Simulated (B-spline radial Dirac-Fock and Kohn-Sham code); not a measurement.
**K⁶⁺: eigenvalues, ΔSCF and the reference**

System: potassium as K⁶⁺, [Ne] 3s2 3p1.

The density-functional columns are spherical, spin-unpolarised Dirac-Kohn-Sham results without Breit or QED terms: −ε is minus the orbital energy of the initial state and ΔSCF the difference of two total energies. The reference in the last column comes from Dirac-Fock energy differences between relaxed states, corrected for Breit and QED terms. All numbers are from a radial B-spline solver, in eV; a selection of levels is shown.

```csv
level,PBE −ε,PBE ΔSCF,LDA −ε,LDA ΔSCF,Dirac-Fock
1s,3638.5,3756.7,3627.8,3745.6,3739.2
2s,463.8,489.9,462.5,488.7,502.9
2p1/2,393.2,422.3,393.1,422.1,419.9
2p3/2,390.3,419.2,390.1,419.0,417.1
3s,126.4,136.2,126.4,136.2,133.7
3p,107.5,117.1,107.8,117.3,116.7
```

Question: Order the estimates of the K (1s) level by their distance from the Dirac-Fock value, nearest first.
A. LDA ΔSCF
B. LDA −ε
C. PBE ΔSCF
D. PBE −ε

Answer: A (6.4 eV), C (17.6 eV), D (100.6 eV), B (111.4 eV).

Values without a named source are computed, but for edge energies of neutral atoms, which are taken from tables.
